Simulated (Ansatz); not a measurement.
Input for Ansatz (a first-principles code): R-B3LYP-D3(BJ)/def2-TZVP on BCl.

Ansatz 0.2 input:
```yaml
crystal:
  periodic: [false, false, false]
  atoms:
    - {symbol: B, position_ang: [0.00000000, 0.00000000, 0.00000000]}
    - {symbol: Cl, position_ang: [0.00000000, 0.00000000, 1.76700000]}
basis:
  gaussian:
    orbitals: def2-TZVP
hamiltonian:
  xc: b3lyp
  dispersion: d3bj
relax: {f_tol: 0.003, max_steps: 120}
```

It printed:

```
WARN ansatz: RAYON_NUM_THREADS=1 ignored (pool sized by the plan → 1); use --threads N
Functional definition: B3LYP
integrals: 0.01 GiB planned
432 factors; their error is unknown
mean field: 0.13 GiB planned
mean field evaluation 1: about -13197.7901 eV, gradient 9.6e0 eV
mean field evaluation 2: about -13197.8830 eV, gradient 8.0e0 eV
mean field evaluation 4: about -13198.0427 eV, gradient 6.8e-1 eV
mean field evaluation 8: about -13198.0743 eV, gradient 6.8e-4 eV
mean field -13198.07430597 eV, -485.0202847684 hartree, gradient 2.5e-5 eV, S^2 0.000000; 0 other end points of the search recorded, 0 dependent functions left out
the calculation of the forces begins
reference -13198.07448853 eV, -485.0202914771 hartree; 11, 11 occupied and 57, 57 virtual orbitals, 432 factors
relax step   1: F+E_penalty+E_count = -13198.12492970 eV  Δ(F+E_penalty+E_count) = +0.000e0 eV  max|allowed force component| = 8.448e-1 eV/Å  Δτ_max = 0.0000 Å  (23 SCF iters, accepted)
these checks for a lower state are left out or cut short: starts, cluster_reference, orbital_swaps, neighbouring_geometries, increment
integrals: 0.01 GiB planned
432 factors; their error is unknown
mean field: 0.13 GiB planned
mean field evaluation 16: about -13198.0863 eV, gradient 6.2e-2 eV
mean field -13198.08631911 eV, -485.0207262429 hartree, gradient 1.5e-5 eV, S^2 0.000000; 0 other end points of the search recorded, 0 dependent functions left out
the calculation of the forces begins
reference -13198.08650125 eV, -485.0207329365 hartree; 11, 11 occupied and 57, 57 virtual orbitals, 432 factors
relax step   2: F+E_penalty+E_count = -13198.13695961 eV  Δ(F+E_penalty+E_count) = -1.203e-2 eV  max|allowed force component| = 5.487e-1 eV/Å  Δτ_max = 0.0086 Å  (26 SCF iters, accepted)
these checks for a lower state are left out or cut short: starts, cluster_reference, orbital_swaps, neighbouring_geometries, increment
integrals: 0.01 GiB planned
432 factors; their error is unknown
mean field: 0.13 GiB planned
mean field -13198.09414854 eV, -485.0210139692 hartree, gradient 1.3e-5 eV, S^2 0.000000; 0 other end points of the search recorded, 0 dependent functions left out
the calculation of the forces begins
reference -13198.09432994 eV, -485.0210206356 hartree; 11, 11 occupied and 57, 57 virtual orbitals, 432 factors
relax step   3: F+E_penalty+E_count = -13198.14481771 eV  Δ(F+E_penalty+E_count) = -7.858e-3 eV  max|allowed force component| = 5.641e-2 eV/Å  Δτ_max = 0.0154 Å  (26 SCF iters, accepted)
these checks for a lower state are left out or cut short: starts, cluster_reference, orbital_swaps, neighbouring_geometries, increment
integrals: 0.01 GiB planned
432 factors; their error is unknown
mean field: 0.13 GiB planned
mean field evaluation 32: about -13198.0942 eV, gradient 4.7e-5 eV
mean field -13198.09422615 eV, -485.0210168213 hartree, gradient 7.7e-5 eV, S^2 0.000000; 0 other end points of the search recorded, 0 dependent functions left out
the calculation of the forces begins
reference -13198.09440761 eV, -485.0210234900 hartree; 11, 11 occupied and 57, 57 virtual orbitals, 432 factors
relax step   4: F+E_penalty+E_count = -13198.14489292 eV  Δ(F+E_penalty+E_count) = -7.521e-5 eV  max|allowed force component| = 1.131e-4 eV/Å  Δτ_max = 0.0013 Å  (19 SCF iters, accepted)
integrals: 0.01 GiB planned
432 factors; their error is unknown
mean field: 0.13 GiB planned
mean field -13198.09422615 eV, -485.0210168213 hartree, gradient 7.7e-5 eV, S^2 0.000000; 1 other end points of the search recorded, 0 dependent functions left out
the calculation of the forces begins
reference -13198.09440761 eV, -485.0210234900 hartree; 11, 11 occupied and 57, 57 virtual orbitals, 432 factors
Total energy: -13198.14507439 eV, -485.0228854597 hartree
Atom 0 at    -0.000000     0.000000     0.022710 Å, force    -0.000000     0.000000    -0.000113 eV/Å
Atom 1 at     0.000000    -0.000000     1.744290 Å, force     0.000000     0.000000     0.000113 eV/Å
Dipole moment:    -0.000000    -0.000000     0.337309 e Å
```

The run converged.

Cost: very roughly 3 core-seconds.
